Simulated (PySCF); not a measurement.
diantimony (Sb2), SMILES [Sb]#[Sb].

Geometry: B3LYP-D3(BJ)/def2-TZVP. The def2 effective core potentials stand for the cores of Sb; spin–orbit coupling is left out.

All values below come from PySCF 2.14.0 with TDDFT-PBE/def2-TZVPD.

Vertical excitations; the highest root listed may be one member of a degenerate set. The molecule is in vacuum. State labels are in the subgroup D2h.

Computed UV-visible absorptions:
| state | symmetry | energy (eV) | λ (nm) | f | main pairs |
|---|---|---|---|---|---|
| S1 | Au | 2.31 | 537 | 0.000 | HOMO→LUMO+1 50 %, HOMO−1→LUMO 50 % |
| S2 | Au | 2.60 | 477 | 0.000 | HOMO−1→LUMO, HOMO→LUMO+1 (degenerate set) |
| S3 | B1u | 2.60 | 477 | 0.000 | HOMO−1→LUMO+1, HOMO→LUMO (degenerate set) |
| S4 | B3g | 2.95 | 421 | 0.000 | HOMO−2→LUMO+1 (degenerate set) |
| S5 | B2g | 2.95 | 421 | 0.000 | HOMO−2→LUMO (degenerate set) |
| S6 | B1u | 4.12 | 301 | 0.125 | HOMO→LUMO 42 %, HOMO−1→LUMO+1 42 %, HOMO−2→LUMO+2 20 % |
| S7 | B3g | 5.15 | 241 | 0.000 | HOMO−1→LUMO+2 (degenerate set) |
| S8 | B2g | 5.15 | 241 | 0.000 | HOMO→LUMO+2 (degenerate set) |
| S9 | B2u | 5.75 | 216 | 0.210 | HOMO−1→LUMO+3 (degenerate set) |
| S10 | B3u | 5.75 | 216 | 0.210 | HOMO→LUMO+3 (degenerate set) |
| T1 | B1u | 1.53 | 812 | 0 | HOMO−1→LUMO+1 50 %, HOMO→LUMO 50 % |
| T2 | Au | 1.84 | 674 | 0 | HOMO→LUMO+1, HOMO−1→LUMO (degenerate set) |
| T3 | B1u | 1.84 | 674 | 0 | HOMO→LUMO, HOMO−1→LUMO+1 (degenerate set) |
| T4 | Au | 2.31 | 537 | 0 | HOMO−1→LUMO 50 %, HOMO→LUMO+1 50 % |
Triplets are in the Tamm–Dancoff approximation, which puts them higher than full response would, so one can lie above its singlet here.
